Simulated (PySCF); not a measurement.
Br$_{4}$Si, triplet, at the geometry of the source list (a higher spin typed on purpose: for a closed-shell molecule this is an excited state); BHANDHLYP/6-31G* (PySCF).

Input for PySCF:
```python
from pyscf import gto, scf, dft

mol = gto.M(
    atom='''
Br   -1.17780000   -1.47600000   -1.14810000
Si   -0.00000000   -0.00000000    0.00000000
Br   -1.10430000    1.91200000    0.09280000
Br    1.94760000    0.32170000   -0.99350000
Br    0.33440000   -0.75770000    2.04890000
''',
    basis='6-31g*',
    spin=2,
    verbose=3,
)

mf = dft.UKS(mol)
mf.xc = 'bhandhlyp'
mf.kernel()
```

Q: Predict the main parts of the log of this PySCF run.

A: 
```
SCF not converged.
SCF energy = -10584.7953654316 after 50 cycles  <S^2> = 2.0105717  2S+1 = 3.0070396
```

Convergence was not reached.
